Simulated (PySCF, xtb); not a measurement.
C4H7FSi, SMILES C1[C@@H](F)[Si@@H](C)C=1.

Harmonic wavenumbers (cm⁻¹) from GFN2-xTB in xtb at its own minimum, in rising order: 100, 110, 117, 219, 302, 451, 526, 555, 604, 649, 734, 798, 814, 824, 846, 883, 986, 1037, 1074, 1133, 1241, 1281, 1362, 1465, 1470, 1601, 2226, 2917, 3040, 3041, 3044, 3072, 3090.

### Question
What does PBE-D3(BJ)/def2-SVP run with PySCF give at its own minimum? (Estimate from the structure and the level; the computed values follow.)

### Answer
111, 121, 130, 242, 312, 446, 516, 574, 662, 678, 701, 763, 786, 801, 873, 957, 970, 992, 1059, 1115, 1211, 1242, 1284, 1375, 1380, 1551, 2126, 2970, 2978, 3039, 3077, 3089, 3135. Paired by order, the mean absolute difference is 36 cm⁻¹ and the zero-point energies are 59.5 and 59.0 kcal/mol.
